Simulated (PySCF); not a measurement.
PySCF input (TPSS/def2-TZVPD):

```python
from pyscf import gto, scf, dft

mol = gto.M(
    atom='''
    F    -0.00000000   -0.00000000   -1.85692335
    S     0.00000000    0.00000000    0.00000000
    F     0.00000000    0.00000000    1.85692335
    ''',
    basis='def2-tzvpd',
    charge=-1,
    spin=1,
    symmetry='D2h',
    verbose=4,
)

mf = dft.UKS(mol, xc='tpss').density_fit(auxbasis='def2-universal-jkfit')
mf.grids.level = 3
mf.conv_tol = 1e-9
mf.max_cycle = 100
mf.max_memory = 1500
mf.kernel()
if not mf.converged:
    mf = mf.newton()
    mf.kernel(mf.make_rdm1())
mf.analyze()
```

Output:

```
PySCF version 2.14.0

[INPUT] verbose = 4
[INPUT] num. atoms = 3
[INPUT] num. electrons = 35
[INPUT] charge = -1
[INPUT] spin (= nelec alpha-beta = 2S) = 1
[INPUT] symmetry D2h subgroup None
[INPUT] Mole.unit = angstrom
[INPUT] Symbol           X                Y                Z      unit          X                Y                Z       unit  Magmom
[INPUT]  1 F      0.000000000000   0.000000000000  -1.856923350000 AA    0.000000000000   0.000000000000  -3.509076565810 Bohr   0.0
[INPUT]  2 S      0.000000000000   0.000000000000   0.000000000000 AA    0.000000000000   0.000000000000   0.000000000000 Bohr   0.0
[INPUT]  3 F      0.000000000000   0.000000000000   1.856923350000 AA    0.000000000000   0.000000000000   3.509076565810 Bohr   0.0

nuclear repulsion = 93.6143722826362
point group symmetry = Dooh, use subgroup D2h
symmetry origin: [0. 0. 0.]
symmetry axis x: [1. 0. 0.]
symmetry axis y: [0. 1. 0.]
symmetry axis z: [0. 0. 1.]
num. orbitals of irrep Ag = 30
num. orbitals of irrep B1g = 7
num. orbitals of irrep B2g = 12
num. orbitals of irrep B3g = 12
num. orbitals of irrep Au = 5
num. orbitals of irrep B1u = 26
num. orbitals of irrep B2u = 17
num. orbitals of irrep B3u = 17
number of shells = 44
number of NR pGTOs = 182
number of NR cGTOs = 126
basis = def2-tzvpd
ecp = {}

******** <class 'pyscf.df.df_jk.DFSymAdaptedUKS'> ********
method = DFSymAdaptedUKS
initial guess = minao
damping factor = 0
level_shift factor = 0
DIIS = <class 'pyscf.scf.diis.CDIIS'>
diis_start_cycle = 1
diis_space = 8
diis_damp = 0
SCF conv_tol = 1e-09
SCF conv_tol_grad = None
SCF max_cycles = 100
direct_scf = False
number electrons alpha = 18  beta = 17
XC library pyscf.dft.libxc version 7.1.2
    S. Lehtola, C. Steigemann, M. J. T. Oliveira, and M. A. L. Marques,  SoftwareX 7, 1–5 (2018)
XC functionals = tpss
    J. Tao, J. P. Perdew, V. N. Staroverov, and G. E. Scuseria,  Phys. Rev. Lett. 91, 146401 (2003)
    J. P. Perdew, J. Tao, V. N. Staroverov, and G. E. Scuseria,  J. Chem. Phys. 120, 6898 (2004)
    J. Tao, J. P. Perdew, V. N. Staroverov, and G. E. Scuseria,  Phys. Rev. Lett. 91, 146401 (2003)
    J. P. Perdew, J. Tao, V. N. Staroverov, and G. E. Scuseria,  J. Chem. Phys. 120, 6898 (2004)
radial grids:
    Treutler-Ahlrichs [JCP 102, 346 (1995); DOI:10.1063/1.469408] (M4) radial grids

becke partition: Becke, JCP 88, 2547 (1988); DOI:10.1063/1.454033
pruning grids: <function nwchem_prune>
[...]
beta  HOMO (B2u) = 0.0185628615173901  LUMO (B3u) = 0.0364861087524595
  HOMO = 0.0185628615174  LUMO = 0.0364861087525  gap/eV = 0.48772
Extra cycle  E= -598.033554024864  delta_E= -2.05e-12  |g|= 1.8e-06  |ddm|= 1.8e-06
converged SCF energy = -598.033554024864  <S^2> = 0.75433731  2S+1 = 2.0043326
**** SCF Summaries ****
Total Energy =                        -598.033554024863861
Nuclear Repulsion Energy =              93.614372282636225
One-electron Energy =                -1024.331951448983773
Two-electron Energy =                  332.684025141483687
Two-electron Coulomb Energy =          379.498297573027173
DFT Exchange-Correlation Energy =      -46.814272431543472
HOMO-LUMO gap [eV] =                     0.487716399245372
Wave-function symmetry = B3u
alpha occupancy for each irrep:     Ag  B1g  B2g  B3g   Au  B1u  B2u  B3u
                                     6    0    1    1    0    4    3    3
beta  occupancy for each irrep:     Ag  B1g  B2g  B3g   Au  B1u  B2u  B3u
                                     6    0    1    1    0    4    3    2
**** MO energy ****
alpha MO #1 (Ag #1), energy= -88.1983290436513 occ= 1
alpha MO #2 (B1u #1), energy= -24.152462670345 occ= 1
alpha MO #3 (Ag #2), energy= -24.1524604992424 occ= 1
alpha MO #4 (Ag #3), energy= -7.56652287051909 occ= 1
alpha MO #5 (B1u #2), energy= -5.55250194798793 occ= 1
alpha MO #6 (B3u #1), energy= -5.54891432198437 occ= 1
alpha MO #7 (B2u #1), energy= -5.53239567064777 occ= 1
alpha MO #8 (Ag #4), energy= -0.834348876957655 occ= 1
alpha MO #9 (B1u #3), energy= -0.829542948231659 occ= 1
alpha MO #10 (Ag #5), energy= -0.421150369000912 occ= 1
alpha MO #11 (B1u #4), energy= -0.208937695448867 occ= 1
alpha MO #12 (B3u #2), energy= -0.149230354693408 occ= 1
alpha MO #13 (B2u #2), energy= -0.131072498971843 occ= 1
alpha MO #14 (B2g #1), energy= -0.122054307743755 occ= 1
alpha MO #15 (B3g #1), energy= -0.1109250748825 occ= 1
alpha MO #16 (Ag #6), energy= -0.0865884937356185 occ= 1
alpha MO #17 (B3u #3), energy= -0.0242582265677296 occ= 1
alpha MO #18 (B2u #3), energy= 0.0115786162010654 occ= 1
alpha MO #19 (B1u #5), energy= 0.148485973206625 occ= 0
alpha MO #20 (Ag #7), energy= 0.160658762152529 occ= 0
alpha MO #21 (B3u #4), energy= 0.165570112887169 occ= 0
alpha MO #22 (B2u #4), energy= 0.169064170371007 occ= 0
alpha MO #23 (B1u #6), energy= 0.212221018721241 occ= 0
alpha MO #24 (Ag #8), energy= 0.246521544122714 occ= 0
alpha MO #25 (B2g #2), energy= 0.247630443857587 occ= 0
alpha MO #26 (B3g #2), energy= 0.249809671411925 occ= 0
alpha MO #27 (B1u #7), energy= 0.284833811992609 occ= 0
alpha MO #28 (B1g #1), energy= 0.302893892905369 occ= 0
alpha MO #29 (Ag #9), energy= 0.303450774688386 occ= 0
alpha MO #30 (B3u #5), energy= 0.313666211668917 occ= 0
alpha MO #31 (B2u #5), energy= 0.316120717172511 occ= 0
alpha MO #32 (Ag #10), energy= 0.411876244415716 occ= 0
alpha MO #33 (B2g #3), energy= 0.418541659856657 occ= 0
alpha MO #34 (B1u #8), energy= 0.420445998298746 occ= 0
alpha MO #35 (B3g #3), energy= 0.433349195319598 occ= 0
alpha MO #36 (Ag #11), energy= 0.495549534516449 occ= 0
alpha MO #37 (B3u #6), energy= 0.544678574729286 occ= 0
alpha MO #38 (B2u #6), energy= 0.563455328190738 occ= 0
alpha MO #39 (Ag #12), energy= 0.631359036296153 occ= 0
alpha MO #40 (B1g #2), energy= 0.632335942736054 occ= 0
alpha MO #41 (B1u #9), energy= 0.646172723659279 occ= 0
alpha MO #42 (B2g #4), energy= 0.64668262747839 occ= 0
alpha MO #43 (Au #1), energy= 0.6555328880246 occ= 0
alpha MO #44 (B1u #10), energy= 0.656815011899523 occ= 0
alpha MO #45 (B3g #4), energy= 0.663514884859768 occ= 0
alpha MO #46 (Ag #13), energy= 0.69050006470983 occ= 0
alpha MO #47 (B1g #3), energy= 0.757337285402976 occ= 0
alpha MO #48 (Ag #14), energy= 0.757371144662095 occ= 0
alpha MO #49 (B2g #5), energy= 0.821281762037965 occ= 0
alpha MO #50 (B3g #5), energy= 0.828149046618329 occ= 0
alpha MO #51 (B3u #7), energy= 0.845264807445107 occ= 0
alpha MO #52 (B2u #7), energy= 0.849736712403748 occ= 0
alpha MO #53 (Ag #15), energy= 0.864339636900553 occ= 0
alpha MO #54 (B1u #11), energy= 0.90441982409417 occ= 0
alpha MO #55 (B3u #8), energy= 0.954830654591724 occ= 0
alpha MO #56 (B2u #8), energy= 0.965497362042576 occ= 0
alpha MO #57 (Ag #16), energy= 1.10160195215369 occ= 0
alpha MO #58 (B1u #12), energy= 1.17576771600487 occ= 0
alpha MO #59 (B2g #6), energy= 1.20250298031447 occ= 0
alpha MO #60 (B3g #6), energy= 1.21518669362216 occ= 0
alpha MO #61 (Ag #17), energy= 1.21701970369583 occ= 0
alpha MO #62 (Ag #18), energy= 1.44065277223194 occ= 0
alpha MO #63 (B1u #13), energy= 1.50479982244073 occ= 0
alpha MO #64 (B1g #4), energy= 1.74443170756225 occ= 0
alpha MO #65 (Ag #19), energy= 1.74538160818935 occ= 0
alpha MO #66 (B3u #9), energy= 1.82627190853994 occ= 0
alpha MO #67 (B2u #9), energy= 1.8263775735081 occ= 0
alpha MO #68 (B1u #14), energy= 1.87418849771812 occ= 0
alpha MO #69 (Au #2), energy= 1.87621222513718 occ= 0
alpha MO #70 (B3u #10), energy= 1.91949268141047 occ= 0
alpha MO #71 (B2g #7), energy= 1.92504944359914 occ= 0
alpha MO #72 (B2u #10), energy= 1.94099321923914 occ= 0
alpha MO #73 (B3g #7), energy= 1.94645645325877 occ= 0
alpha MO #74 (B1u #15), energy= 2.00579007809748 occ= 0
alpha MO #75 (B3u #11), energy= 2.02966761078669 occ= 0
alpha MO #76 (B2u #11), energy= 2.06092734433292 occ= 0
alpha MO #77 (Ag #20), energy= 2.25981578523066 occ= 0
alpha MO #78 (B1u #16), energy= 2.30329014438947 occ= 0
alpha MO #79 (Au #3), energy= 2.41767104568102 occ= 0
alpha MO #80 (B1u #17), energy= 2.41774340751532 occ= 0
alpha MO #81 (B1g #5), energy= 2.45873059021146 occ= 0
alpha MO #82 (Ag #21), energy= 2.45875744504167 occ= 0
alpha MO #83 (B2g #8), energy= 2.50557008170871 occ= 0
alpha MO #84 (B3g #8), energy= 2.51381574243161 occ= 0
alpha MO #85 (B3u #12), energy= 2.70397359427005 occ= 0
alpha MO #86 (B2u #12), energy= 2.71743219207707 occ= 0
alpha MO #87 (Ag #22), energy= 3.09649011537114 occ= 0
alpha MO #88 (B1u #18), energy= 3.25814623472271 occ= 0
alpha MO #89 (B3u #13), energy= 3.51571431966792 occ= 0
alpha MO #90 (B2u #13), energy= 3.52563241731804 occ= 0
alpha MO #91 (B2g #9), energy= 3.58165992134821 occ= 0
alpha MO #92 (B3g #9), energy= 3.59108450953509 occ= 0
alpha MO #93 (Ag #23), energy= 3.7374766979644 occ= 0
alpha MO #94 (B1u #19), energy= 4.05857091539552 occ= 0
alpha MO #95 (Ag #24), energy= 4.25758590925384 occ= 0
alpha MO #96 (B1u #20), energy= 4.60145046376875 occ= 0
alpha MO #97 (Ag #25), energy= 7.10653564760111 occ= 0
alpha MO #98 (B1g #6), energy= 7.10668477431579 occ= 0
alpha MO #99 (B1u #21), energy= 7.11130289439518 occ= 0
alpha MO #100 (Au #4), energy= 7.11132587156389 occ= 0
alpha MO #101 (B2g #10), energy= 7.11732625329635 occ= 0
alpha MO #102 (B3g #10), energy= 7.11735805343896 occ= 0
[...]
```
